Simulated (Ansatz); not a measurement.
Consider the formal exchange of groups at the Al–Cl bond: `[SH][Al]([Cl])[Br]` + CH₄ → `[CH3][Al]([SH])[Br]` + HCl.

Isolated molecules relaxed with PBE0-D4/def2-TZVP in Ansatz; ΔE leaves out vibrations. CBS: MP2 limit from def2 TZ/QZ plus the TZ coupled-cluster correction, frozen cores. This one scheme is used for every species. Functionals use def2-TZVPP. For Br outer-core shells are correlated without core-valence functions, which leaves a few kJ/mol of doubt a bond. Scalar relativity is left out up to krypton. One conformer a species, not always the lowest.

| level | ΔE (kJ/mol) | difference from CCSD(T)/CBS |
| --- | --- | --- |
| PBE-D4 | 150.7 | -6.5 |
| BLYP-D4 | 155.1 | -2.1 |
| PBE0-D4 | 154.6 | -2.6 |
| ωB97M-V | 155.3 | -1.9 |
| BLYP | 154.7 | -2.5 |
| LC-ωPBE | 154.2 | -3.0 |
| MP2/def2-TZVPP | 159.5 | 2.3 |
| CCSD(T)/def2-TZVPP | 154.5 | -2.7 |
| HF/def2-QZVPP | 170.0 | 12.8 |
| MP2/def2-QZVPP | 160.9 | 3.7 |
| CCSD(T)/CBS | 157.2 | 0 |

Largest T1 diagnostic among the species: 0.009.

At CCSD(T), def2-SVP lies +6.7 kJ/mol from the extrapolated value and def2-TZVPP −2.7 kJ/mol. From BLYP to BHLYP (50 % exact exchange), in def2-TZVPP and without D4, ΔE moves by +8.2 kJ/mol.
